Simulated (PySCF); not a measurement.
Working out the ionisation energy of Cd

Cd [Kr] 4d10 5s2 (1S) → Cd⁺ [Kr] 4d10 5s1 (2S). All numbers are calculated (PySCF 2.14, scalar relativity by spin-free X2C-1e, in ANO-RCC-VTZP (7s6p4d2f1g, 68 functions)). Frozen: [Ar] 3d10. Energies in hartree (1 hartree = 27.21139 eV):

| part | Cd (lower) | Cd⁺ (upper) |
| --- | --- | --- |
| UHF | -5591.143217 | -5590.873624 |
| CCSD correlation | -0.569534 | -0.516123 |
| (T) | -0.018166 | -0.012966 |

Question: What does Hartree-Fock give?

Answer: (-5590.873624) − (-5591.143217) = 0.269593 hartree = 7.336 eV.

Question: What do CCSD and CCSD(T) give?

Answer: The CCSD correlation energies differ by 0.053411 hartree = 1.453 eV and the triples by 0.005200 hartree = 0.141 eV, so CCSD gives 8.789 eV and CCSD(T) 8.930 eV.

Measured between the centres of the two terms (NIST): 8.994 eV, so CCSD(T) (valence and next inner shell) is off by -0.064 eV.

What remains against the reference includes basis incompleteness, the frozen core and higher excitations.
